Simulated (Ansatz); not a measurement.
AlOF2 (SMILES [O][Al]([F])[F]): methods side by side

AlOF2 has 4 atoms, charge 0, and is taken as a doublet. SMILES: `[O][Al]([F])[F]`. The coordinates come from a PBE0-D4/def2-TZVP relaxation.

```xyz
4

O     0.6829   -0.9109    1.2600
Al   -0.0006    0.0043   -0.0324
F    -1.4772   -0.4016   -0.5925
F     0.8504    1.2479   -0.6553
```

Each level gives the energy change with the Al2–F4 bond stretched from 1.631 to 2.446 Å (eV). The values are calculated.

```
           level                    kind  program  value (eV)  less FCI/STO-3G  CPU time (all runs)
 U-revPBE/STO-3G                     GGA   Ansatz        3.34            -0.20                 11 s
    UBLYP/STO-3G                     GGA   Ansatz        3.39            -0.15                8.5 s
   UBHLYP/STO-3G           global hybrid   Ansatz        4.26            +0.72                  6 s
  U-wB97X/STO-3G  range-separated hybrid   Ansatz        4.28            +0.74                 34 s
  UB2PLYP/STO-3G           double hybrid   Ansatz        4.21            +0.67                9.4 s
  RPA@PBE/STO-3G                     RPA   Ansatz        2.96            -0.58                 14 s
     UMP2/STO-3G     perturbation theory   Ansatz        4.16            +0.62                1.1 s
UCCSDT(Q)/STO-3G   coupled cluster or CI   Ansatz        3.53            -0.01                  7 s
      FCI/STO-3G      exact in the basis   Ansatz        3.54             0.00              4.2 min
```

FCI/STO-3G is exact within its basis and frozen core, so for wave-function methods in that basis the difference is their error; functionals converge differently with the basis, so for them it is only a difference. The first shape isn't each level's own minimum. The values span 2.96 to 4.28 eV. Spin contamination of the reference (⟨S²⟩ at least 0.1 too high) touches UBHLYP/STO-3G, U-wB97X/STO-3G, UB2PLYP/STO-3G, UMP2/STO-3G, UCCSDT(Q)/STO-3G. All rows use very small basis sets, so even the best lies far from the true value. Times are those of the runs behind each value, whatever else they computed, on shared processors of several kinds: orders of magnitude only.
